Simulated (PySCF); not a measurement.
These 3 structures share the formula C3H3BCl2. The calculation used PBE0-D3(BJ)/def2-SVP geometry optimisation, gas phase (PySCF). One conformer each; no zero-point energy, no entropy. No frequencies were run at this level. Point groups hold within 0.08 Å.

Problem. Order them by energy at this level, lowest first, and give relative energies in kJ/mol.
A. `[Cl:1][B:2]([Cl:3])[CH:4]1[CH:5]=[CH:6]1` with Cl1–B2–C4–C5 28°
B. `[CH:1]#[C:2][CH2:3][B:4]([Cl:5])[Cl:6]` with C2–C3–B4–Cl5 -84°
C. `B(Cl)(C#CC)Cl`

Solution. C (0.0), B (57.0), A (102.4).

As drawn, the lowest has a C≡C bond, which the highest lacks; the highest has a three-membered ring and a C=C bond outside aromatic rings, which the lowest lacks.

```tsv
SMILES	E (Eh)	E rel (kJ/mol)	dipole (D)	point group	A, B, C (MHz)
CC#CB(Cl)Cl	-1060.55399	0.0	3.03	near Cs	3117, 1195, 868.3
C#CCB(Cl)Cl	-1060.53230	57.0	0.95	near Cs	2629, 1677, 1182
ClB(Cl)C1C=C1	-1060.51501	102.4	2.16	Cs	3233, 1726, 1207
```

Problem. As an exercise, what shares would exp(−E/RT) give at 2000 K from these electronic energies alone (no entropy, no degeneracies)?

Solution. RT = 16.629 kJ/mol: CC#CB(Cl)Cl 96.7 %, C#CCB(Cl)Cl 3.1 %, ClB(Cl)C1C=C1 0.2 %.
